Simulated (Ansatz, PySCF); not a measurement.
Process, species as SMILES: O=[C-]O -> O=C[O-]
Each molecule is optimised on its own at B3LYP-D3(BJ)/def2-TZVP (Ansatz, a program for electronic structure), one conformer each, not searched for the lowest.

Quantity: isomerisation energy (0 K, with B3LYP-D3(BJ) harmonic zero-point energies from PySCF), in kcal/mol. Correlated levels leave the core frozen unless marked. Spin-orbit coupling is left out. Non-relativistic unless marked X2C. FCI takes restricted orbitals. Anions need diffuse functions: aug- sets have them; def2-D sets add few; the other sets have none. CBS marks a two-point X^-3 extrapolation of the correlation energy; Hartree-Fock from the larger set. The bracket is a focal-point correction in the basis named.

```json
[
 {"level": "HF/def2-TZVPD", "program": "PySCF", "isomerisation energy (kcal/mol)": "-37.6"},
 {"level": "TPSS-D4/def2-TZVPD", "program": "PySCF + dftd4", "isomerisation energy (kcal/mol)": "-36.5"},
 {"level": "PBE0/def2-SVP", "program": "Ansatz", "isomerisation energy (kcal/mol)": "-41.4"},
 {"level": "HSE06-D3(BJ)/def2-TZVPD", "program": "Ansatz + dftd3", "isomerisation energy (kcal/mol)": "-37.5"},
 {"level": "LC-wPBE-D3(BJ)/def2-TZVPD", "program": "Ansatz + dftd3", "isomerisation energy (kcal/mol)": "-38.6"},
 {"level": "MP2/cc-pVQZ", "program": "Ansatz", "isomerisation energy (kcal/mol)": "-38.2"},
 {"level": "RI-MP2/cc-pVQZ", "program": "Ansatz", "isomerisation energy (kcal/mol)": "-38.2"},
 {"level": "X2C-CCSD(T)/cc-pVTZ-DK", "program": "Ansatz", "isomerisation energy (kcal/mol)": "-35.5"},
 {"level": "FCI/STO-3G", "program": "Ansatz", "isomerisation energy (kcal/mol)": "-26.2"},
 {"level": "RI-MP2/CBS(aug-cc-pVTZ,aug-cc-pVQZ)+[CCSD(T)-MP2]/aug-cc-pVTZ", "program": "Ansatz", "isomerisation energy (kcal/mol)": "-34.1"}
]
```
